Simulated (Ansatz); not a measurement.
Process, species as SMILES: [GeH2] (GeH2) (closed-shell singlet) → Ge atom + 2 H atom
B3LYP-D3(BJ)/def2-TZVP geometries, fixed; electronic energies without zero-point terms.
Largest species:
```
Ge
H 1 1.5993
H 1 1.5993 2 90.65
```
Charge 0, spin multiplicity 1.

Basis-set convergence of the atomisation energy at PBE0 with Ansatz (a program for electronic structure). All functions are spherical. The program fits the integrals of some runs and decomposes those of others, by size. Open shells are unrestricted. No added dispersion term, no relativity. Functions are those of the species that has most. Reference: the value in aug-cc-pV5Z, 136.83 kcal/mol, itself unsure by roughly 0.09 kcal/mol (its mean distance from pcseg-4, aug-pcseg-3, aug-cc-pVQZ). Deviations are taken from unrounded values.

```json
[
 {"basis": "cc-pVDZ", "functions": "37", "atomisation energy (kcal/mol)": "135.67"},
 {"basis": "aug-cc-pVDZ", "functions": "54", "atomisation energy (kcal/mol)": "135.20"},
 {"basis": "pcseg-1", "functions": "37", "atomisation energy (kcal/mol)": "135.85"},
 {"basis": "aug-pcseg-1", "functions": "54", "atomisation energy (kcal/mol)": "135.83"},
 {"basis": "def2-SVP", "functions": "42", "atomisation energy (kcal/mol)": "136.65"},
 {"basis": "def2-SVPD", "functions": "54", "atomisation energy (kcal/mol)": "137.01"},
 {"basis": "def2-TZVP", "functions": "60", "atomisation energy (kcal/mol)": "136.99"},
 {"basis": "def2-TZVPD", "functions": "72", "atomisation energy (kcal/mol)": "137.13"},
 {"basis": "cc-pVTZ", "functions": "71", "atomisation energy (kcal/mol)": "136.58"},
 {"basis": "aug-cc-pVTZ", "functions": "105", "atomisation energy (kcal/mol)": "136.50"},
 {"basis": "pcseg-2", "functions": "71", "atomisation energy (kcal/mol)": "136.33"},
 {"basis": "aug-pcseg-2", "functions": "105", "atomisation energy (kcal/mol)": "136.57"},
 {"basis": "def2-TZVPP", "functions": "76", "atomisation energy (kcal/mol)": "137.25"},
 {"basis": "def2-TZVPPD", "functions": "88", "atomisation energy (kcal/mol)": "137.36"},
 {"basis": "cc-pVQZ", "functions": "128", "atomisation energy (kcal/mol)": "136.81"},
 {"basis": "aug-cc-pVQZ", "functions": "185", "atomisation energy (kcal/mol)": "136.87"},
 {"basis": "pcseg-3", "functions": "134", "atomisation energy (kcal/mol)": "136.66"},
 {"basis": "aug-pcseg-3", "functions": "191", "atomisation energy (kcal/mol)": "136.68"},
 {"basis": "def2-QZVPP", "functions": "149", "atomisation energy (kcal/mol)": "136.85"},
 {"basis": "def2-QZVPPD", "functions": "161", "atomisation energy (kcal/mol)": "136.87"},
 {"basis": "cc-pV5Z", "functions": "214", "atomisation energy (kcal/mol)": "136.79"},
 {"basis": "aug-cc-pV5Z", "functions": "300", "atomisation energy (kcal/mol)": "136.83"}
]
```

What the diffuse functions change, pair by pair:
- cc-pVDZ to aug-cc-pVDZ: 17 more functions, deviation -1.16 to -1.63 kcal/mol
- pcseg-1 to aug-pcseg-1: 17 more functions, deviation -0.98 to -1.00 kcal/mol
- def2-SVP to def2-SVPD: 12 more functions, deviation -0.18 to 0.19 kcal/mol
- def2-TZVP to def2-TZVPD: 12 more functions, deviation 0.16 to 0.30 kcal/mol
- cc-pVTZ to aug-cc-pVTZ: 34 more functions, deviation -0.25 to -0.33 kcal/mol
- pcseg-2 to aug-pcseg-2: 34 more functions, deviation -0.50 to -0.26 kcal/mol
- def2-TZVPP to def2-TZVPPD: 12 more functions, deviation 0.42 to 0.53 kcal/mol
- cc-pVQZ to aug-cc-pVQZ: 57 more functions, deviation -0.02 to 0.05 kcal/mol
- pcseg-3 to aug-pcseg-3: 57 more functions, deviation -0.17 to -0.14 kcal/mol
- def2-QZVPP to def2-QZVPPD: 12 more functions, deviation 0.02 to 0.04 kcal/mol
- cc-pV5Z to aug-cc-pV5Z: 86 more functions, deviation -0.04 to 0.00 kcal/mol

Leaving out the reference's own pair, they bring the value nearer the reference by more than 0.09 kcal/mol in 1 of 10 pairs.
